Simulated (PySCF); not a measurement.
## TcBr from Hartree–Fock to correlated methods

State: ⁷Σ⁺ (septet), unpaired electrons σ ↑↑, π ↑↑, δ ↑↑. Set-up: Tc def2-TZVPP with ECP28, Br def2-TZVPP; scalar-relativistic core potentials (PySCF 2.14). De refers to Tc (4d5 5s2) + Br in their high-spin ground configurations, without counterpoise correction. The functionals are run spin-unrestricted. A positive dipole means Tc(−)Br(+).

```tsv
Level	Re (Å)	ωe (cm⁻¹)	De (eV)	μ (D)
UHF	2.596	226	n/a	-3.83
UHF-MP2	2.487	247	n/a	n/a
UHF-SCS-MP2	2.504	243	n/a	n/a
PBE	2.493	237	n/a	-1.72
r²SCAN	2.499	242	n/a	-2.33
r²SCANh	2.500	243	n/a	-2.50
PBE0	2.493	243	n/a	-2.32
r²SCAN0	2.502	243	n/a	-2.72
B97-3	2.524	229	n/a	-2.34
ωB97X	2.496	245	n/a	-2.42
B2PLYP	2.505	240	n/a	-2.84
```

(1) What does a quarter of exact exchange do here, going from PBE to PBE0?

(2) What does the step from GGA to meta-GGA do here, going from PBE to r²SCAN?

(3) What does second-order correlation do here, going from UHF to UHF-MP2?

Correlated steps freeze 9 core orbitals. De is left out where the level can put another filling of the metal’s s and d shells below the measured ground configuration, by anything from nothing to about 1 eV. These are scalar-relativistic numbers at best; spin–orbit coupling would shift them, the dissociation energy most. Counting both spins, an empty level lies below a filled one in some of these solutions, because spin and occupation are held. B2PLYP dipoles, levels and charges come from its SCF part alone. With d or f electrons several states lie close, and the lowest PBE0 determinant need not be the measured ground state.

The whole job (state search and all levels along the bond) took about 8.5 min on 2 threads of Arm Neoverse V1 (shared host), peak memory 3.6 GiB.

Answers

(1) PBE0 less PBE: +0.0 pm in Re, +2.5 % in ωe. Exact exchange removes part of the self-interaction that spreads semilocal densities, and in most molecules shortens and stiffens the bond and lowers De; so it does here.

(2) r²SCAN less PBE: +0.6 pm in Re, +2.1 % in ωe. 

(3) UHF-MP2 less UHF: -10.9 pm in Re, +9.3 % in ωe. Correlation nearly always deepens the well. The bond shortens, as in weak, metallic or heavy-atom bonds, where dispersion and the correlation of outer-core electrons pull the atoms together.
